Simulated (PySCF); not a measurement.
Isomers of C8H13PS, mass 172.048 u with the commonest isotopes. Method used: PBE0/pcSseg-1 in PySCF (dipole) on a GFN2-xTB geometry, gas phase. One conformer each, none proved a minimum here; rigid rotors.

Problem. Order these by rotational constant B, smallest first.
A. `[CH:1]#[C:2][CH2:3][P:4]1(=[CH2:5])[CH2:6][CH2:7][S:8][CH2:9][CH2:10]1` with C2–C3–P4–C5 -60°, C3–P4–C6–C7 -162°, P4–C6–C7–S8 68°, C6–C7–S8–C9 -67°, C7–S8–C9–C10 67°
B. `[CH:1]#[C:2][P@@:3](=[S:4])([CH2:5][CH2:6][CH3:7])[CH:8]1[CH2:9][CH2:10]1` with C2–P3–C5–C6 -71°, P3–C5–C6–C7 -175°, C2–P3–C8–C9 166°
C. `[CH3:1][C:2]([CH3:3])([CH3:4])[PH:5][c:6]1[cH:7][cH:8][s:9][cH:10]1` with C2–P5–C6–C7 89°
D. `[CH:1]#[C:2][CH2:3][P@:4](=[S:5])([CH2:6][CH3:7])[CH:8]1[CH2:9][CH2:10]1` with C2–C3–P4–S5 177°, C3–P4–C6–C7 67°, C3–P4–C8–C9 -157°
E. `[CH3:1][CH:2]([CH3:3])[CH2:4][PH:5][c:6]1[cH:7][cH:8][cH:9][s:10]1` with C1–C2–C4–P5 67°, C2–C4–P5–C6 -178°, C4–P5–C6–C7 -116°

Solution. E (485.1 MHz), C (551.9 MHz), A (633.7 MHz), B (682.0 MHz), D (882.7 MHz).

Problem. Order these by out-of-plane moment Σ m c² = (Ia + Ib − Ic)/2, largest first.
A. `[CH:1]#[C:2][CH2:3][P:4]1(=[CH2:5])[CH2:6][CH2:7][S:8][CH2:9][CH2:10]1` with C2–C3–P4–C5 -60°, C3–P4–C6–C7 -162°, P4–C6–C7–S8 68°, C6–C7–S8–C9 -67°, C7–S8–C9–C10 67°
B. `[CH:1]#[C:2][CH2:3][P@:4](=[S:5])([CH2:6][CH3:7])[CH:8]1[CH2:9][CH2:10]1` with C2–C3–P4–S5 177°, C3–P4–C6–C7 67°, C3–P4–C8–C9 -157°
C. `[CH3:1][CH:2]([CH3:3])[CH2:4][PH:5][c:6]1[cH:7][cH:8][cH:9][s:10]1` with C1–C2–C4–P5 67°, C2–C4–P5–C6 -178°, C4–P5–C6–C7 -116°
D. `[CH3:1][C:2]([CH3:3])([CH3:4])[PH:5][c:6]1[cH:7][cH:8][s:9][cH:10]1` with C2–P5–C6–C7 89°
E. `[CH:1]#[C:2][P@@:3](=[S:4])([CH2:5][CH2:6][CH3:7])[CH:8]1[CH2:9][CH2:10]1` with C2–P3–C5–C6 -71°, P3–C5–C6–C7 -175°, C2–P3–C8–C9 166°

Solution. E (169.19 u·Å²), B (129.68 u·Å²), D (108.76 u·Å²), A (100.08 u·Å²), C (47.60 u·Å²).

Problem. Order these by rotational constant C, largest first.
A. `[CH3:1][C:2]([CH3:3])([CH3:4])[PH:5][c:6]1[cH:7][cH:8][s:9][cH:10]1` with C2–P5–C6–C7 89°
B. `[CH3:1][CH:2]([CH3:3])[CH2:4][PH:5][c:6]1[cH:7][cH:8][cH:9][s:10]1` with C1–C2–C4–P5 67°, C2–C4–P5–C6 -178°, C4–P5–C6–C7 -116°
C. `[CH:1]#[C:2][CH2:3][P@:4](=[S:5])([CH2:6][CH3:7])[CH:8]1[CH2:9][CH2:10]1` with C2–C3–P4–S5 177°, C3–P4–C6–C7 67°, C3–P4–C8–C9 -157°
D. `[CH:1]#[C:2][P@@:3](=[S:4])([CH2:5][CH2:6][CH3:7])[CH:8]1[CH2:9][CH2:10]1` with C2–P3–C5–C6 -71°, P3–C5–C6–C7 -175°, C2–P3–C8–C9 166°
E. `[CH:1]#[C:2][CH2:3][P:4]1(=[CH2:5])[CH2:6][CH2:7][S:8][CH2:9][CH2:10]1` with C2–C3–P4–C5 -60°, C3–P4–C6–C7 -162°, P4–C6–C7–S8 68°, C6–C7–S8–C9 -67°, C7–S8–C9–C10 67°

Solution. C (655.9 MHz), D (617.7 MHz), E (586.9 MHz), A (541.1 MHz), B (439.7 MHz).

```json
{"SMILES": "CC(C)(C)Pc1ccsc1", "point group": "C1", "Ia (u·Å²)": "235.64", "Ib (u·Å²)": "915.79", "Ic (u·Å²)": "933.90", "κ": "-0.99", "μa (D)": "0.26", "μb (D)": "0.25", "μc (D)": "1.18"}
{"SMILES": "C#C[P@@](=S)(CCC)C1CC1", "point group": "C1", "Ia (u·Å²)": "415.49", "Ib (u·Å²)": "741.03", "Ic (u·Å²)": "818.15", "κ": "-0.79", "μa (D)": "0.53", "μb (D)": "0.40", "μc (D)": "4.00"}
{"SMILES": "C#CCP1(=C)CCSCC1", "point group": "C1", "Ia (u·Å²)": "263.67", "Ib (u·Å²)": "797.54", "Ic (u·Å²)": "861.04", "κ": "-0.93", "μa (D)": "1.25", "μb (D)": "0.36", "μc (D)": "1.64"}
{"SMILES": "CC(C)CPc1cccs1", "point group": "C1", "Ia (u·Å²)": "202.59", "Ib (u·Å²)": "1041.87", "Ic (u·Å²)": "1149.26", "κ": "-0.96", "μa (D)": "0.06", "μb (D)": "0.56", "μc (D)": "1.32"}
{"SMILES": "C#CC[P@](=S)(CC)C1CC1", "point group": "C1", "Ia (u·Å²)": "457.30", "Ib (u·Å²)": "572.55", "Ic (u·Å²)": "770.49", "κ": "0.01", "μa (D)": "2.50", "μb (D)": "2.42", "μc (D)": "1.98"}
```
